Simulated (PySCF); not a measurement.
Working with the constants of GeP

PBE0 constants of GeP, ²Π (doublet), unpaired electrons π ↑ (Ge cc-pVTZ-PP with ECP10, P cc-pV(T+d)Z; scalar-relativistic core potentials (PySCF 2.14); masses 73.9212 and 30.9738 u):

- ωe: 496.9 cm⁻¹
- ωexe: 1.7 cm⁻¹
- Be: 0.16815 cm⁻¹
- αe: 0.000673 cm⁻¹
- De to Ge + P: 3.31 eV

**Question.** What force constant and bond length do these constants imply?

**Answer.** Reduced mass μred = 21.828 u; k = 5.8918×10⁻⁷·μred·ωe² (u, cm⁻¹, mdyn/Å) = 3.18 mdyn/Å; Re = √(16.8576/(μred·Be)) (u, cm⁻¹, Å) = 2.143 Å.

**Question.** Estimate the centrifugal constant D from the Kratzer relation and find the Dunham coefficient a1.

**Answer.** D = 4Be³/ωe² = 7.7e-08 cm⁻¹; a1 = −1 − αeωe/(6Be²) = -2.97.

Spin–orbit coupling is left out. The state was picked by a PBE0 search and need not be the measured ground state.
